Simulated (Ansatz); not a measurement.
Cost and result for the atomization energy of C3H5FSi, SMILES `CC1=C[SiH]1F` (10 atoms, 10 bonds).

```xyz
10

C    -0.6098    1.3245   -0.6286
C     0.0084    0.1052   -0.0664
C     1.2225   -0.2300    0.4183
Si    0.0804   -1.5860    0.5109
F    -0.5898   -2.0525    1.8846
H    -1.4525    1.6391   -0.0073
H     0.1023    2.1511   -0.6967
H    -1.0146    1.1237   -1.6240
H     2.1507    0.3173    0.5455
H     0.1023   -2.7924   -0.3363
```

Charge 0, multiplicity 1. Geometry: relaxed with PBE0-D4/def2-TZVP. Program: Ansatz. All runs use 4 threads of a server CPU on a shared host. Times are those of one run each, without the atoms' runs, and a repeat can differ threefold. Electronic energies, without spin–orbit coupling; frozen cores. CCSD(T)/CBS adds CCSD(T) − MP2 in def2-TZVPP to the MP2 limit, and its time is that of the two runs behind it. T1 = 0.012. B3LYP takes the VWN-RPA correlation (the form of Gaussian; ORCA's B3LYP/G).

CCSD(T)/CBS is a level of theory with its own doubt, some kJ/mol a heavy atom from the limit and from the frozen cores, so smaller differences don't rank the functionals.

| level | functions | wall time | atomization (kJ/mol) | difference from CCSD(T)/CBS | per bond |
| --- | --- | --- | --- | --- | --- |
| PBE-D4/def2-TZVPP (with forces) | 236 | 1.6 s | 4170.8 | 94.7 | 9.5 |
| PBE0-D4/def2-TZVPP | 236 | 1.8 s | 4099.8 | 23.7 | 2.4 |
| r2SCAN-D4/def2-TZVPP (with forces) | 236 | 2.4 s | 4097.1 | 21.0 | 2.1 |
| BHLYP-D4/def2-TZVPP | 236 | 2.5 s | 3955.1 | -121.0 | -12.1 |
| CCSD(T)/def2-SVP | 99 | 2.8 s | 3855.1 | -221.0 | -22.1 |
| B3LYP-D4/def2-TZVPP (with forces) | 236 | 3.3 s | 4068.4 | -7.7 | -0.8 |
| r2SCANh-D4/def2-TZVPP | 236 | 3.4 s | 4071.8 | -4.3 | -0.4 |
| B2PLYP/def2-TZVPP | 236 | 3.7 s | 4038.8 | -37.3 | -3.7 |
| B97M-V/def2-TZVPP | 236 | 4.5 s | 4101.9 | 25.8 | 2.6 |
| ωB97X-V/def2-TZVPP | 236 | 4.9 s | 4086.8 | 10.7 | 1.1 |
| MP2/def2-QZVPP | 448 | 13 s | 4126.9 | 50.8 | 5.1 |
| CCSD(T)/def2-TZVPP | 236 | 56 s | 3970.4 | -105.7 | -10.6 |
| CCSD(T)/CBS(def2) | – | 69 s | 4076.1 | 0.0 | 0.0 |

Leaving LDA and LC-ωPBE aside and taking each functional with its dispersion term where it has one, the values spread over 215.7 kJ/mol, from BHLYP-D4 to PBE-D4. LDA lies +511.9 kJ/mol from PBE without D4, its usual overbinding. At CCSD(T), def2-SVP lies −221.0 kJ/mol from the extrapolated value and def2-TZVPP −105.6 kJ/mol: correlation converges slowly with the basis, and small sets miss more of it in the bonded molecule than in its fragments. The D4 term adds +31.1 kJ/mol with B3LYP and +16.2 kJ/mol with PBE0; it sums over pairs of atoms, weighted by their polarisabilities, and B3LYP, whose exchange is more repulsive, gets the larger term.
